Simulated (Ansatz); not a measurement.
Species: PO, charge 0, multiplicity 2. 
Coordinates optimised at B3LYP-D3(BJ)/def2-TZVP (Ansatz, a quantum-chemistry and plane-wave program):
```xyz
2

P      0.0000     0.0000    -0.5147
O      0.0000     0.0000     0.9651
```
Charge 0, spin multiplicity 2.

Basis-set convergence of Hartree-Fock and MP2 correlation energies (hartree) with Ansatz. Valence correlation only, unless marked. Open shells are spin-unrestricted. No spin-orbit coupling. No relativistic terms.

```csv
basis,functions,E(HF),"E(corr, MP2)"
cc-pV(D+d)Z,37,-415.57471,-0.28429
cc-pV(T+d)Z,69,-415.62379,-0.35580
cc-pV(Q+d)Z,119,-415.63425,-0.38332
cc-pV(5+d)Z,191,-415.63686,-0.39546
```

Extrapolating the two largest sets (X = 4 and 5) as X^-3: E(corr) = (125·(-0.39546) - 64·(-0.38332))/61 = -0.4082 Eh, an estimate of the basis-set limit. The largest set recovers 96.9 % of it, the smallest 69.6 %.
